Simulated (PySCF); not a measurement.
Species: C5H3F3S.
Bonds: F1–C2, C2–F3, C2–F4, C2–C5, C5–C6 (aromatic), C6–C7 (aromatic), C7–S8 (aromatic), S8–C9 (aromatic), C5–C9 (aromatic). Hydrogens: H10 on C6; H11 on C7; H12 on C9.

The same species was optimised twice, with GFN2-xTB and with PBE0-D3(BJ)/def2-SVP (PySCF), and the same property calculations (PySCF, gas phase) were run on both structures.

```json
{"coordinate": "C6–C7 (Å)", "GFN2-xTB": "1.356", "PBE0-D3(BJ)/def2-SVP": "1.368", "change": "+0.012"}
{"coordinate": "C2–F4 (Å)", "GFN2-xTB": "1.348", "PBE0-D3(BJ)/def2-SVP": "1.338", "change": "-0.010"}
{"coordinate": "C5–C6 (Å)", "GFN2-xTB": "1.418", "PBE0-D3(BJ)/def2-SVP": "1.426", "change": "+0.008"}
{"coordinate": "C5–C9 (Å)", "GFN2-xTB": "1.364", "PBE0-D3(BJ)/def2-SVP": "1.371", "change": "+0.007"}
{"coordinate": "C2–F3 (Å)", "GFN2-xTB": "1.341", "PBE0-D3(BJ)/def2-SVP": "1.335", "change": "-0.006"}
{"coordinate": "F1–C2 (Å)", "GFN2-xTB": "1.343", "PBE0-D3(BJ)/def2-SVP": "1.338", "change": "-0.005"}
{"coordinate": "C2–C5 (Å)", "GFN2-xTB": "1.491", "PBE0-D3(BJ)/def2-SVP": "1.494", "change": "+0.003"}
{"coordinate": "S8–C9 (Å)", "GFN2-xTB": "1.708", "PBE0-D3(BJ)/def2-SVP": "1.711", "change": "+0.003"}
{"coordinate": "C7–S8 (Å)", "GFN2-xTB": "1.718", "PBE0-D3(BJ)/def2-SVP": "1.718", "change": "0.000"}
{"coordinate": "F3–C2–F4 (°)", "GFN2-xTB": "106.2", "PBE0-D3(BJ)/def2-SVP": "107.5", "change": "+1.3"}
{"coordinate": "F3–C2–C5 (°)", "GFN2-xTB": "112.8", "PBE0-D3(BJ)/def2-SVP": "111.8", "change": "-1.0"}
{"coordinate": "F1–C2–F3 (°)", "GFN2-xTB": "106.7", "PBE0-D3(BJ)/def2-SVP": "107.7", "change": "+1.0"}
{"coordinate": "F1–C2–C5 (°)", "GFN2-xTB": "112.4", "PBE0-D3(BJ)/def2-SVP": "111.4", "change": "-1.0"}
{"coordinate": "F4–C2–C5 (°)", "GFN2-xTB": "112.3", "PBE0-D3(BJ)/def2-SVP": "111.5", "change": "-0.8"}
{"coordinate": "F1–C2–F4 (°)", "GFN2-xTB": "106.0", "PBE0-D3(BJ)/def2-SVP": "106.7", "change": "+0.7"}
{"coordinate": "C7–S8–C9 (°)", "GFN2-xTB": "91.5", "PBE0-D3(BJ)/def2-SVP": "92.1", "change": "+0.6"}
{"coordinate": "C6–C7–S8 (°)", "GFN2-xTB": "112.2", "PBE0-D3(BJ)/def2-SVP": "111.8", "change": "-0.4"}
{"coordinate": "F1–C2–C5–C6 (°)", "GFN2-xTB": "43", "PBE0-D3(BJ)/def2-SVP": "54", "change": "+11"}
```

Rotational constants: A = 3200, B = 891.8, C = 793.4 MHz (GFN2-xTB) against A = 3182, B = 895.6, C = 795.2 MHz (PBE0-D3(BJ)/def2-SVP).

On the GFN2-xTB structure: lowest singlet, TDDFT (eV) 5.88 [CAM-B3LYP/def2-SVPD]; lowest triplet, Tamm–Dancoff (eV) 3.87 [CAM-B3LYP/def2-SVPD]; isotropic polarisability (au) 74.8 [CAM-B3LYP/def2-SVPD]; HOMO (eV) -8.90 [CAM-B3LYP/def2-SVPD]; LUMO (eV) -0.02 [CAM-B3LYP/def2-SVPD]; dipole (D) 2.67 [CAM-B3LYP/def2-SVPD]; HOMO (eV) -7.62 [PBE0/pcSseg-1]; LUMO (eV) -1.06 [PBE0/pcSseg-1]; dipole (D) 2.54 [PBE0/pcSseg-1]; GIAO shielding of F1/F3/F4 (mean) (ppm) 244.9 [PBE0/pcSseg-1]; GIAO shielding of C2 (ppm) 55.3 [PBE0/pcSseg-1]; GIAO shielding of C5 (ppm) 48.5 [PBE0/pcSseg-1]; GIAO shielding of C6 (ppm) 56.3 [PBE0/pcSseg-1]; GIAO shielding of C7 (ppm) 51.2 [PBE0/pcSseg-1]; GIAO shielding of S8 (ppm) 273.3 [PBE0/pcSseg-1]; GIAO shielding of C9 (ppm) 51.1 [PBE0/pcSseg-1].

Task: What do these properties become on the PBE0-D3(BJ)/def2-SVP structure?

Result: 
| property | level | on GFN2-xTB | on PBE0-D3(BJ)/def2-SVP | change |
| --- | --- | --- | --- | --- |
| lowest singlet, TDDFT (eV) | CAM-B3LYP/def2-SVPD | 5.88 | 5.86 | -0.02 |
| lowest triplet, Tamm–Dancoff (eV) | CAM-B3LYP/def2-SVPD | 3.87 | 3.84 | -0.03 |
| isotropic polarisability (au) | CAM-B3LYP/def2-SVPD | 74.8 | 75.4 | +0.6 |
| HOMO (eV) | CAM-B3LYP/def2-SVPD | -8.90 | -8.84 | +0.06 |
| LUMO (eV) | CAM-B3LYP/def2-SVPD | -0.02 | 0.02 | +0.04 |
| dipole (D) | CAM-B3LYP/def2-SVPD | 2.67 | 2.48 | -0.19 |
| energy, GFN2-xTB geometry as zero (kcal/mol) | CAM-B3LYP/def2-SVPD | 0.0 | -0.5 | -0.5 |
| HOMO (eV) | PBE0/pcSseg-1 | -7.62 | -7.56 | +0.06 |
| LUMO (eV) | PBE0/pcSseg-1 | -1.06 | -1.02 | +0.04 |
| dipole (D) | PBE0/pcSseg-1 | 2.54 | 2.33 | -0.21 |
| energy, GFN2-xTB geometry as zero (kcal/mol) | PBE0/pcSseg-1 | 0.0 | -0.4 | -0.4 |
| GIAO shielding of F1/F3/F4 (mean) (ppm) | PBE0/pcSseg-1 | 244.9 | 251.0 | +6.1 |
| GIAO shielding of C2 (ppm) | PBE0/pcSseg-1 | 55.3 | 57.4 | +2.1 |
| GIAO shielding of C5 (ppm) | PBE0/pcSseg-1 | 48.5 | 46.1 | -2.4 |
| GIAO shielding of C6 (ppm) | PBE0/pcSseg-1 | 56.3 | 54.0 | -2.3 |
| GIAO shielding of C7 (ppm) | PBE0/pcSseg-1 | 51.2 | 49.0 | -2.2 |
| GIAO shielding of S8 (ppm) | PBE0/pcSseg-1 | 273.3 | 273.7 | +0.4 |
| GIAO shielding of C9 (ppm) | PBE0/pcSseg-1 | 51.1 | 50.3 | -0.8 |

The heavy atoms differ by 0.101 Å rms after alignment. Among bonds between heavy atoms C6–C7 changes most (+0.012 Å). Changes are differences of the printed values. Neither structure is proved a minimum here.

Shape of the structure used: `[F:1][C:2]([F:3])([F:4])[c:5]1[cH:6][cH:7][s:8][cH:9]1`: F1–C2–C5–C6 54°.
